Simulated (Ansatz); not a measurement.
# Nudged elastic band run: BBrF₃H

input.yaml

```yaml
crystal:
  periodic: [false, false, false]
  atoms:
    - { symbol: B, position_ang: [-0.891385, 0.072564, -0.555176] }
    - { symbol: F, position_ang: [-0.739099, 1.15496, 0.176869] }
    - { symbol: F, position_ang: [-1.568875, -0.944087, -0.080933] }
    - { symbol: F, position_ang: [-0.429323, 0.045538, -1.781246] }
    - { symbol: H, position_ang: [1.725513, 0.470623, 1.430352] }
    - { symbol: Br, position_ang: [1.90317, -0.799598, 0.810133] }
basis:
  gaussian: { orbitals: def2-SVP }
hamiltonian:
  xc: pbe0
neb:
  order_check: false
  images: 7
  f_tol: 0.5
  max_iterations: 60
  final_atoms:
    - { symbol: B, position_ang: [-0.280797, -0.51267421, -0.48658716] }
    - { symbol: F, position_ang: [-0.10581637, 1.35762117, 0.71921439] }
    - { symbol: F, position_ang: [-1.41248333, -0.87453784, 0.06459932] }
    - { symbol: F, position_ang: [-0.27279677, 0.11521415, -1.63601429] }
    - { symbol: H, position_ang: [0.69669366, 1.16194202, 1.14327844] }
    - { symbol: Br, position_ang: [1.3752008, -1.24756528, 0.1955083] }
  initial_path:
    images:
      - { positions_ang: [[-0.891385, 0.072564, -0.555176], [-0.739099, 1.15496, 0.176869], [-1.568875, -0.944087, -0.080933], [-0.429323, 0.045538, -1.781246], [1.725513, 0.470623, 1.430352], [1.90317, -0.799598, 0.810133]] }
      - { positions_ang: [[-0.77953331, -0.00082841, -0.5231535], [-0.60807705, 1.15307675, 0.26374167], [-1.54132372, -0.92625126, -0.04945201], [-0.40032059, 0.06560744, -1.75297061], [1.49955468, 0.550445, 1.3248021], [1.82970099, -0.84204952, 0.73703135]] }
      - { positions_ang: [[-0.66768162, -0.07422082, -0.49113099], [-0.4770551, 1.1511935, 0.35061434], [-1.51377244, -0.90841552, -0.01797102], [-0.37131817, 0.08567689, -1.72469521], [1.27359636, 0.630267, 1.21925219], [1.75623198, -0.88450104, 0.66392969]] }
      - { positions_ang: [[-0.55582992, -0.14761323, -0.45910849], [-0.34603315, 1.14931024, 0.43748702], [-1.48622117, -0.89057978, 0.01350997], [-0.34231576, 0.10574633, -1.69641982], [1.04763804, 0.710089, 1.11370229], [1.68276296, -0.92695257, 0.59082804]] }
      - { positions_ang: [[-0.44397823, -0.22100564, -0.42708599], [-0.2150112, 1.14742699, 0.52435969], [-1.45866989, -0.87274404, 0.04499095], [-0.31331335, 0.12581577, -1.66814443], [0.82167972, 0.789911, 1.00815239], [1.60929395, -0.96940409, 0.51772639]] }
      - { positions_ang: [[-0.40318292, -0.29392278, -0.44196128], [-0.1877125, 1.19997554, 0.57307336], [-1.44712325, -0.87319249, 0.04989305], [-0.3031842, 0.12316537, -1.66011189], [0.79043321, 0.88291875, 1.0419339], [1.55077066, -1.03894439, 0.43717186]] }
      - { positions_ang: [[-0.36238761, -0.36683993, -0.45683657], [-0.16041379, 1.25252408, 0.62178704], [-1.43557661, -0.87364094, 0.05479514], [-0.29305506, 0.12051496, -1.65207936], [0.75918669, 0.97592651, 1.07571541], [1.49224738, -1.10848469, 0.35661734]] }
      - { positions_ang: [[-0.32159231, -0.43975707, -0.47171187], [-0.13311508, 1.30507263, 0.67050071], [-1.42402997, -0.87408939, 0.05969723], [-0.28292591, 0.11786455, -1.64404682], [0.72794017, 1.06893426, 1.10949693], [1.43372409, -1.17802498, 0.27606282]] }
      - { positions_ang: [[-0.280797, -0.51267421, -0.48658716], [-0.10581637, 1.35762117, 0.71921439], [-1.41248333, -0.87453784, 0.06459932], [-0.27279677, 0.11521415, -1.63601429], [0.69669366, 1.16194202, 1.14327844], [1.3752008, -1.24756528, 0.1955083]] }
```

Launched with:

```bash
$ ansatz run input.yaml --threads 2 --pin off --max-ram 3072MiB --backend cpu --events-out ev --progress --plain --runs-dir out
```

Output, in part (warnings, iteration lines, the closing report on the highest movable image, with atoms numbered from 0):

```
NEB end point (image 0): max|allowed force component| = 2.919e-2 eV/Å (the criterion of neb.relax_end_points is 1.000e-1)
NEB end point (image 8): max|allowed force component| = 1.997e-3 eV/Å (the criterion of neb.relax_end_points is 1.000e-1)
NEB iter   1: max|band force component| = 4.208e0 eV/Å  barrier→ = 1.9854 eV  barrier← = 1.2010 eV  Δτ_max = 0.2000 Å  (229 SCF iters)
NEB iter   2: max|band force component| = 2.610e0 eV/Å  barrier→ = 1.3773 eV  barrier← = 0.5929 eV  Δτ_max = 0.2000 Å  (225 SCF iters)
NEB iter   3: max|band force component| = 6.452e0 eV/Å  barrier→ = 1.3862 eV  barrier← = 0.6018 eV  Δτ_max = 0.1017 Å  (224 SCF iters)
NEB iter   4: max|band force component| = 1.963e0 eV/Å  barrier→ = 1.2600 eV  barrier← = 0.4756 eV  Δτ_max = 0.0996 Å  (202 SCF iters)
NEB iter   5: max|band force component| = 9.495e-1 eV/Å  barrier→ = 1.2005 eV  barrier← = 0.4161 eV  Δτ_max = 0.0846 Å  (201 SCF iters)
NEB iter   6: max|band force component| = 6.074e-1 eV/Å  barrier→ = 1.1462 eV  barrier← = 0.3618 eV  Δτ_max = 0.0607 Å  (207 SCF iters)
NEB iter   7: max|band force component| = 3.255e-1 eV/Å  barrier→ = 1.1338 eV  barrier← = 0.3494 eV  CI = image 5  Δτ_max = 0.0000 Å  (362 SCF iters)
Total energy: -78861.33332666 eV, -2898.1005456231 hartree
Atom 0 at    -0.410526    -0.127625    -0.349453 Å, force     0.146881    -0.059417     0.064411 eV/Å
Atom 1 at    -0.211379     1.104345     0.501234 Å, force    -0.357227     0.268453    -0.084014 eV/Å
Atom 2 at    -1.411144    -0.861074     0.088602 Å, force    -0.016835     0.016045    -0.006986 eV/Å
Atom 3 at    -0.259704     0.138597    -1.629083 Å, force    -0.020813     0.013452    -0.001064 eV/Å
Atom 4 at     0.775230     0.611118     0.875294 Å, force     0.264309    -0.261988     0.024800 eV/Å
Atom 5 at     1.517524    -0.865361     0.513405 Å, force    -0.016314     0.023455     0.002852 eV/Å
Dipole moment:     0.132624     0.175708     0.191135 e Å
```

The run converged. The threshold of 0.5 eV/Å is loose, so the images may lie well off the minimum-energy path. Another band between the same ends (7 images) ends at a top of the same energy, where a vibrational analysis finds 1 clearly imaginary mode. The orbitals stay closed-shell, which can raise the energy where a bond breaks towards radicals; this wasn't checked here.

Final band (atoms are numbered from 1 in the order of the input):

```csv
image,path coordinate (Å),energy (kJ/mol),B1–F2 (Å),H5–Br6 (Å),B1–Br6 (Å)
0,0.00,0.0,1.32,1.42,3.23
1,0.34,0.9,1.32,1.42,3.22
2,0.67,5.0,1.32,1.43,3.07
3,1.01,20.4,1.34,1.44,2.80
4,1.34,62.8,1.39,1.49,2.45
5,1.68,109.4,1.51,1.69,2.24
6,2.01,92.3,1.73,2.00,2.06
7,2.35,78.7,1.99,2.33,1.97
8,2.68,75.7,2.23,2.68,1.94
```

The run took 90 s on 2 threads of Arm Neoverse V2, on a shared host, peak memory 0.2 GiB.
